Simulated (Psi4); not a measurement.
Psi4 input (wB97X-D/6-311+G**):

```
memory 1500 MB

molecule {
0 2
C    -1.09455200   -0.09114900   -0.01737500
Si    0.61143900   -0.03857200    0.00849100
H    -1.66910800    0.83060500   -0.01332900
H    -1.66876900   -1.00704300   -0.03827900
H     1.34503800    1.26334300    0.03698700
symmetry c1
no_reorient
no_com
}

set {
  basis 6-311+G**
  reference uks
  scf_type pk
  dft_radial_points 99
  dft_spherical_points 590
  e_convergence 1e-8
  d_convergence 1e-7
  maxiter 150
}

e = energy('wb97x-d')
print_out(f'\nFINAL {e:.10f} DIPOLE {variable("CURRENT DIPOLE")[0]:.6f} {variable("CURRENT DIPOLE")[1]:.6f} {variable("CURRENT DIPOLE")[2]:.6f}\n')
```

Output:

```
   => Loading Basis Set <=

    Name: 6-311+G**
    Role: ORBITAL
    Keyword: BASIS
    atoms 1   entry C          line   129 file 6-311pgss.gbs
    atoms 2   entry SI         line   351 file 6-311pgss.gbs
    atoms 3-5 entry H          line    42 file 6-311pgss.gbs

   => WB97X-D: Empirical Dispersion <=

    Chai and Head-Gordon Dispersion Correction
    Chai, J.-D.; Head-Gordon, M. (2010), J. Chem. Phys., 132: 6615-6620

        s6 =       1.000000

         ---------------------------------------------------------
                                   SCF
               by Justin Turney, Rob Parrish, Andy Simmonett
                          and Daniel G. A. Smith
                              UKS Reference
         ---------------------------------------------------------

  ==> Geometry <==

    Molecular point group: c1
    Full point group: C1

    Geometry (in Angstrom), charge = 0, multiplicity = 2:

       Center              X                  Y                   Z               Mass
    ------------   -----------------  -----------------  -----------------  -----------------
         C           -1.094552000000    -0.091149000000    -0.017375000000    12.000000000000
         SI           0.611439000000    -0.038572000000     0.008491000000    27.976926534650
         H           -1.669108000000     0.830605000000    -0.013329000000     1.007825032230
         H           -1.668769000000    -1.007043000000    -0.038279000000     1.007825032230
         H            1.345038000000     1.263343000000     0.036987000000     1.007825032230

  Running in c1 symmetry.

  Rotational constants: A =      5.19600  B =      0.51862  C =      0.47155 [cm^-1]
  Rotational constants: A = 155772.21557  B =  15547.70656  C =  14136.71374 [MHz]
  Nuclear repulsion =   44.621775408228466

  Charge       = 0
  Multiplicity = 2
  Electrons    = 23
  Nalpha       = 12
  Nbeta        = 11

  ==> Algorithm <==

  SCF Algorithm Type is PK.
  DIIS enabled.
  MOM disabled.
  Fractional occupation disabled.
  Guess Type is SAD.
  Energy threshold   = 1.00e-08
  Density threshold  = 1.00e-07
  Integral threshold = 1.00e-12

  ==> Primary Basis <==

  Basis Set: 6-311+G**
    Blend: 6-311+G**
    Number of shells: 36
    Number of basis functions: 70
    Number of Cartesian functions: 72
    Spherical Harmonics?: true
    Max angular momentum: 2

  ==> DFT Potential <==

   => LibXC <=

    Version 7.1.2
    S. Lehtola, C. Steigemann, M. J. T. Oliveira, and M. A. L. Marques,  SoftwareX 7, 1–5 (2018) (10.1016/j.softx.2017.11.002)

   => Composite Functional: WB97X-D <=

    wB97X-D Hyb-GGA Exchange-Correlation Functional

    J.-D. Chai and M. Head-Gordon,  Phys. Chem. Chem. Phys. 10, 6615–6620 (2008) (10.1039/B810189B)

    Deriv               =              1
    GGA                 =           TRUE
    Meta                =          FALSE

    Exchange Hybrid     =           TRUE
    MP2 Hybrid          =          FALSE

   => Exchange-Correlation Functionals <=

    1.0000   wB97X-D range-separated functional

   => Exact (HF) Exchange <=

    0.7780            HF,LR [omega = 0.2000]
    0.2220               HF

   => LibXC Density Thresholds  <==

    XC_HYB_GGA_XC_WB97X_D:  1.00E-14

   => Molecular Quadrature <=

    Radial Scheme          =       TREUTLER
    Pruning Scheme         =           NONE
    Nuclear Scheme         =       TREUTLER

    Blocking Scheme        =         OCTREE
    BS radius alpha        =              1
    Pruning alpha          =              1
    Radial Points          =             99
    Spherical Points       =            590
    Total Points           =         282592
    Total Blocks           =           2086
    Max Points             =            256
    Max Functions          =             70
    Weights Tolerance      =       1.00E-15

  ==> Integral Setup <==

  Using in-core PK algorithm.
   Calculation information:
      Number of atoms:                   5
      Number of AO shells:              36
      Number of primitives:             62
      Number of atomic orbitals:        72
      Number of basis functions:        70

      Integral cutoff                 1.00e-12
      Number of threads:                 1

  Performing in-core PK
  Using 9266565 doubles for integral storage.
  We computed 217734 shell quartets total.
  Whereas there are 222111 unique shell quartets.

  Computing range-separated integrals for PK
  We computed 217734 wK shell quartets total.
  Whereas there are 222111 wK unique shell quartets.

  ==> DiskJK: Disk-Based J/K Matrices <==

    J tasked:                  Yes
    K tasked:                  Yes
    wK tasked:                 Yes
    Omega:               2.000E-01
    Schwarz Cutoff:          1E-12


  Cached 100.0% of DFT collocation blocks in 0.477 [GiB].

  Minimum eigenvalue in the overlap matrix is 1.6140937998E-03.
  Reciprocal condition number of the overlap matrix is 2.4550234815E-04.
    Using symmetric orthogonalization.

  ==> Pre-Iterations <==

  SCF Guess: Superposition of Atomic Densities via on-the-fly atomic UHF (no occupation information).

   -------------------------
    Irrep   Nso     Nmo
   -------------------------
     A         70      70
   -------------------------
    Total      70      70
   -------------------------

  ==> Iterations <==

                        Total Energy        Delta E     RMS |[F,P]|

   @UKS iter SAD:  -328.63005079165021   -3.28630e+02   0.00000e+00
   @UKS iter   1:  -329.01556418946547   -3.85513e-01   1.03621e-02 DIIS/ADIIS
   @UKS iter   2:  -328.86871750889310    1.46847e-01   1.12574e-02 DIIS/ADIIS
   @UKS iter   3:  -329.28010538993067   -4.11388e-01   1.30266e-03 DIIS/ADIIS
   @UKS iter   4:  -329.28449681805074   -4.39143e-03   3.63686e-04 DIIS/ADIIS
   @UKS iter   5:  -329.28490225418483   -4.05436e-04   9.94854e-05 DIIS
   @UKS iter   6:  -329.28500791890889   -1.05665e-04   4.58186e-05 DIIS
   @UKS iter   7:  -329.28506237845852   -5.44595e-05   3.03744e-05 DIIS
   @UKS iter   8:  -329.28510850628857   -4.61278e-05   1.88654e-05 DIIS
   @UKS iter   9:  -329.28513205747430   -2.35512e-05   6.60045e-06 DIIS
   @UKS iter  10:  -329.28513409673678   -2.03926e-06   2.13992e-06 DIIS
   @UKS iter  11:  -329.28513419996244   -1.03226e-07   6.39945e-07 DIIS
   @UKS iter  12:  -329.28513420890886   -8.94642e-09   1.88181e-07 DIIS
   @UKS iter  13:  -329.28513420952328   -6.14421e-10   4.03006e-08 DIIS
  Energy and wave function converged.

  ==> Post-Iterations <==

   Electrons on quadrature grid:
      Nalpha   =   12.0000000443 ; deviation = 4.428e-08
      Nbeta    =   11.0000000422 ; deviation = 4.224e-08
      Ntotal   =   23.0000000865 ; deviation = 8.652e-08

   @Spin Contamination Metric:   1.936322566E-02
   @S^2 Expected:                7.500000000E-01
   @S^2 Observed:                7.693632257E-01
   @S   Expected:                5.000000000E-01
   @S   Observed:                5.000000000E-01

    Orbital Energies [Eh]
    ---------------------

    Alpha Occupied:

       1A    -66.269873     2A    -10.276938     3A     -5.405190
       4A     -3.752286     5A     -3.749971     6A     -3.745701
       7A     -0.774626     8A     -0.592687     9A     -0.509288
      10A     -0.451466    11A     -0.325678    12A     -0.311819

    Alpha Virtual:

      13A      0.009561    14A      0.053323    15A      0.064766
      16A      0.078769    17A      0.088650    18A      0.115341
      19A      0.126748    20A      0.130133    21A      0.162841
      22A      0.176419    23A      0.200449    24A      0.239444
      25A      0.274110    26A      0.336096    27A      0.347998
      28A      0.376617    29A      0.431433    30A      0.506599
      31A      0.534882    32A      0.577270    33A      0.623487
      34A      0.649937    35A      0.666051    36A      0.703883
      37A      0.729242    38A      0.787512    39A      0.854895
      40A      0.918401    41A      1.029344    42A      1.151766
      43A      1.275626    44A      1.295156    45A      1.319947
      46A      1.489291    47A      1.513484    48A      1.518454
      49A      1.559256    50A      1.589953    51A      1.836683
      52A      1.866137    53A      1.927720    54A      2.036135
      55A      2.073820    56A      2.255576    57A      2.583646
      58A      2.598027    59A      2.650620    60A      2.679140
      61A      2.785220    62A      2.889212    63A      3.466888
      64A      3.837632    65A      5.630780    66A     11.401187
      67A     11.462583    68A     11.674326    69A     23.944828
      70A    141.141478

    Beta Occupied:

       1A    -66.265831     2A    -10.277081     3A     -5.401268
       4A     -3.746248     5A     -3.744195     6A     -3.741930
       7A     -0.771516     8A     -0.565643     9A     -0.502297
      10A     -0.439056    11A     -0.311504

    Beta Virtual:

      12A     -0.072396    13A      0.020383    14A      0.058648
      15A      0.076283    16A      0.098925    17A      0.100435
      18A      0.122490    19A      0.138429    20A      0.143689
      21A      0.165117    22A      0.190125    23A      0.206115
      24A      0.241119    25A      0.277340    26A      0.345230
      27A      0.353735    28A      0.391929    29A      0.444056
      30A      0.510880    31A      0.555852    32A      0.584504
      33A      0.645575    34A      0.668656    35A      0.669398
      36A      0.725063    37A      0.735933    38A      0.808921
      39A      0.854774    40A      0.940388    41A      1.043432
      42A      1.149252    43A      1.292644    44A      1.300666
      45A      1.334694    46A      1.492919    47A      1.528203
      48A      1.529239    49A      1.562174    50A      1.596519
      51A      1.839991    52A      1.868122    53A      1.927289
      54A      2.034393    55A      2.086571    56A      2.258420
      57A      2.585350    58A      2.602280    59A      2.656071
      60A      2.689847    61A      2.786589    62A      2.880091
      63A      3.471021    64A      3.836198    65A      5.641210
      66A     11.405802    67A     11.471855    68A     11.678107
      69A     23.944249    70A    141.145586

    Final Occupation by Irrep:
              A
    DOCC [    11 ]
    SOCC [     1 ]
    NA   [    12 ]
    NB   [    11 ]

  @UKS Final Energy:  -329.28513420952328

   => Energetics <=

    Nuclear Repulsion Energy =             44.6217754082284657
    One-Electron Energy =                -542.5063265597109421
    Two-Electron Energy =                 188.1412181372845112
    DFT Exchange-Correlation Energy =     -19.5412639989205985
    Empirical Dispersion Energy =          -0.0005371964046863
    VV10 Nonlocal Energy =                  0.0000000000000000
    Total Energy =                       -329.2851342095232781

  UHF NO Occupations:
  HONO-2 :   10  A 1.9995674
  HONO-1 :   11  A 1.9908929
  HONO-0 :   12  A 1.0000000
  LUNO+0 :   13  A 0.0091071
  LUNO+1 :   14  A 0.0004326
  LUNO+2 :   15  A 0.0001226
  LUNO+3 :   16  A 0.0000477

Computation Completed

Properties will be evaluated at   0.000000,   0.000000,   0.000000 [a0]

Properties computed using the SCF density matrix

 Multipole Moments:

 ------------------------------------------------------------------------------------
     Multipole            Electronic (a.u.)      Nuclear  (a.u.)        Total (a.u.)
 ------------------------------------------------------------------------------------

 L = 1.  Multiply by 2.5417464519 to convert [e a0] to [Debye]
 Dipole X            :          0.2903322           -0.0000094            0.2903228
 Dipole Y            :          0.0279751            0.0000057            0.0279807
 Dipole Z            :          0.0046544            0.0000057            0.0046601
 Magnitude           :                                                    0.2917052

 ------------------------------------------------------------------------------------

FINAL -329.2851342095 DIPOLE 0.290323 0.027981 0.004660

*** Psi4 exiting successfully. Buy a developer a beer!
```

The geometry given is a B3LYP-D3(BJ)/def2-TZVP minimum.
